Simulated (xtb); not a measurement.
xtb input (GFN2-xTB):

```bash
xtb mol.xyz --gfn 2 --ohess tight --chrg -1 --uhf 0
```
mol.xyz:
```
3

Si     0.51235770    -0.26957659     0.25504590
O      1.05551168     0.00553647    -1.13937973
Br    -1.53085250     0.26592825     0.91176713
```

Output:

```
           -------------------------------------------------
          |                Calculation Setup                |
           -------------------------------------------------

           -------------------------------------------------
          |                 G F N 2 - x T B                 |
           -------------------------------------------------

        Reference                      10.1021/acs.jctc.8b01176
      * Hamiltonian:
        H0-scaling (s, p, d)           1.850000    2.230000    2.230000
        zeta-weighting                 0.500000
      * Dispersion:
        s8                             2.700000
        a1                             0.520000
        a2                             5.000000
        s9                             5.000000
      * Repulsion:
        kExp                           1.500000    1.000000
        rExp                           1.000000
      * Coulomb:
        alpha                          2.000000
        third order                    shell-resolved
        anisotropic                    true
        a3                             3.000000
        a5                             4.000000
        cn-shift                       1.200000
        cn-exp                         4.000000
        max-rad                        5.000000

          ...................................................
          :                      SETUP                      :
          :.................................................:
          :  # basis functions                  24          :
          :  # atomic orbitals                  22          :
          :  # shells                            8          :
          :  # electrons                        18          :
          :  max. iterations                   250          :
          :  Hamiltonian                  GFN2-xTB          :
          :  restarted?                      false          :
          :  GBSA solvation                  false          :
          :  PC potential                    false          :
          :  electronic temp.          300.0000000     K    :
          :  accuracy                    1.0000000          :
          :  -> integral cutoff          0.2500000E+02      :
          :  -> integral neglect         0.1000000E-07      :
          :  -> SCF convergence          0.1000000E-05 Eh   :
          :  -> wf. convergence          0.1000000E-03 e    :
          :  Broyden damping             0.4000000          :
          :  net charge                         -1          :
          :  unpaired electrons                  0          :
          ...................................................

 iter      E             dE          RMSdq      gap      omega  full diag
   1    -10.1582677 -0.101583E+02  0.164E+01    2.31       0.0  T
   2    -10.1721775 -0.139098E-01  0.125E+01    2.55       1.0  T
   3    -10.1711494  0.102804E-02  0.588E+00    2.49       1.0  T
   4    -10.1735954 -0.244591E-02  0.152E+00    2.67       1.0  T
   5    -10.1760976 -0.250225E-02  0.980E-01    2.63       1.0  T
   6    -10.1761892 -0.916206E-04  0.483E-01    2.66       1.0  T
[...]
     1  14 Si   2.524 --     2 O    2.168     3 Br   0.355
     2   8 O    2.191 --     1 Si   2.168
     3  35 Br   0.378 --     1 Si   0.355
 ---------------------------------------------------------------------------

Topologies differ in total number of bonds
Writing topology from bond orders to xtbtopo.mol

molecular dipole:
                 x           y           z       tot (Debye)
 q only:        2.407      -0.854      -0.168
   full:        2.226      -0.679      -0.481       6.040
molecular quadrupole (traceless):
                xx          xy          yy          xz          yz          zz
 q only:       -8.096       2.149       7.894      11.575      -1.583       0.202
  q+dip:      -10.541       3.452       9.425      12.596      -1.596       1.115
   full:       -8.767       3.560      10.720      12.460       0.168      -1.953

           -------------------------------------------------
          |                Geometry Summary                 |
           -------------------------------------------------

      molecular mass/u    :      123.9884314
   center of mass at/Å    :       -0.8510432       0.1452550       0.5252769
  moments of inertia/u·Å² :        0.1883601E+02   0.2685909E+03   0.2874269E+03
rotational constants/cm⁻¹ :        0.8949683E+00   0.6276323E-01   0.5865015E-01

           -------------------------------------------------
          |               Frequency Printout                |
           -------------------------------------------------
 projected vibrational frequencies (cm⁻¹)
eigval :       -0.00    -0.00     0.00     0.00     0.00     0.00
eigval :       87.02   222.08  1294.22
 reduced masses (amu)
   1: 33.25   2: 36.34   3: 65.70   4: 22.22   5: 49.72   6: 77.24   7: 40.54   8: 26.55
   9: 20.39
 IR intensities (km·mol⁻¹)
   1:  1.45   2:  0.97   3: 12.29   4:  4.11   5:  7.41   6:  7.74   7:  6.26   8: 86.37
   9:232.22
 Raman intensities (Ä⁴*amu⁻¹)
   1:  0.00   2:  0.00   3:  0.00   4:  0.00   5:  0.00   6:  0.00   7:  0.00   8:  0.00
   9:  0.00
 output can be read by thermo (or use thermo option).
 writing <g98.out> molden fake output.
 recommended (thermochemical) frequency scaling factor: 1.0
           -------------------------------------------------
          |             Thermodynamic Functions             |
           -------------------------------------------------

cs  symmetry found (for desy threshold:  0.10E+00) used in thermo

          ...................................................
          :                      SETUP                      :
          :.................................................:
          :  # frequencies                           3      :
          :  # imaginary freq.                       0      :
          :  linear?                             false      :
          :  only rotor calc.                    false      :
          :  symmetry                               cs      :
          :  rotational number                       1      :
          :  scaling factor                  1.0000000      :
          :  rotor cutoff                   50.0000000 cm⁻¹ :
          :  imag. cutoff                  -20.0000000 cm⁻¹ :
          :.................................................:

    mode    ω/cm⁻¹     T·S(HO)/kcal·mol⁻¹    T·S(FR)/kcal·mol⁻¹   T·S(vib)
   ------------------------------------------------------------------------
       1     87.02    -1.11091 ( 90.17%)    -0.89211 (  9.83%)    -1.08941
       2    222.08    -0.57902 ( 99.74%)    -0.61473 (  0.26%)    -0.57912
   ------------------------------------------------------------------------

   temp. (K)  partition function   enthalpy   heat capacity  entropy
                                   cal/mol     cal/K/mol   cal/K/mol   J/K/mol
Note: The following floating-point exceptions are signalling: IEEE_DENORMAL
normal termination of xtb
 298.15  VIB   4.44                  814.635      3.820      5.624
         ROT  0.921E+05              888.752      2.981     25.697
         INT  0.409E+06             1703.387      6.801     31.321
         TR   0.134E+28             1481.254      4.968     40.341
         TOT                        3184.6412    11.7689    71.6619   299.8335

       T/K    H(0)-H(T)+PV         H(T)/Eh          T*S/Eh         G(T)/Eh
   ------------------------------------------------------------------------
    298.15    0.507505E-02    0.872767E-02    0.340489E-01   -0.253212E-01
   ------------------------------------------------------------------------

         :::::::::::::::::::::::::::::::::::::::::::::::::::::
         ::                  THERMODYNAMIC                  ::
         :::::::::::::::::::::::::::::::::::::::::::::::::::::
         :: total free energy         -10.188128691765 Eh   ::
         ::.................................................::
         :: total energy              -10.162807473465 Eh   ::
         :: zero point energy           0.003652624865 Eh   ::
         :: G(RRHO) w/o ZPVE           -0.028973843165 Eh   ::
         :: G(RRHO) contrib.           -0.025321218300 Eh   ::
         :::::::::::::::::::::::::::::::::::::::::::::::::::::

optimized geometry written to: xtbopt.xyz

           -------------------------------------------------
          | TOTAL ENERGY              -10.162807473465 Eh   |
          | TOTAL ENTHALPY            -10.154079799798 Eh   |
          | TOTAL FREE ENERGY         -10.188128691765 Eh   |
          | GRADIENT NORM               0.000223025373 Eh/α |
          | HOMO-LUMO GAP               2.881929427737 eV   |
           -------------------------------------------------

------------------------------------------------------------------------
------------------------------------------------------------------------
 total:
 SCF:
 ANC optimizer:
 analytical hessian:
```
